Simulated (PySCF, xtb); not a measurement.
Ge(H)(F)(NH2)2 (FGeH₅N₂), SMILES [NH2][GeH]([F])[NH2].

GFN2-xTB run with xtb at its own geometry gives an orbital gap of 7.53 eV and a dipole moment of 2.73 D.

Coordinates come from a PBE0-D3(BJ)/def2-SVP optimisation. The structure was generated by enumeration, and PubChem lists no compound with its InChIKey, so it may never have been made. The values are those of a single conformer.

Problem. What does PBE/def2-TZVP run with PySCF give? (Estimate from the structure and the level; the computed values follow.)

Solution. gap 5.94 eV (levels -6.17 and -0.23 eV), dipole 1.91 D.
